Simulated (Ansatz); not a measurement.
```xyz
12

B     1.703   -1.431    0.721
S     1.091   -1.095   -0.886
C    -0.211    0.091   -0.731
C    -0.814    0.479   -1.856
Si   -0.747    0.796    0.921
H     2.593   -2.222    0.768
H     1.262   -0.908    1.696
H    -1.621    1.204   -1.834
H    -0.529    0.091   -2.830
H     0.366    1.519    1.584
H    -1.244   -0.270    1.826
H    -1.849    1.746    0.620
```

The species carries charge 0 and has multiplicity 1.

Q: List the PBE0/def2-TZVPP orbital energies in eV (the Gaussian-basis code of Ansatz). (An estimate is asked.)

A: Ansatz gave: Occupied: -2422.96, -1802.69, -279.39, -278.82, -218.29, -184.99, -162.12, -162.00, -161.99, -145.04, -99.70, -99.69, -99.69, -23.09, -20.37, -16.49, -15.32, -13.58, -12.80, -12.04, -10.55, -10.21, -10.00, -9.64, -9.39, -8.49, -7.40. Lowest empty: -1.48, -0.56, 0.46, 0.86, 1.32, 1.54, 1.95, 2.06.
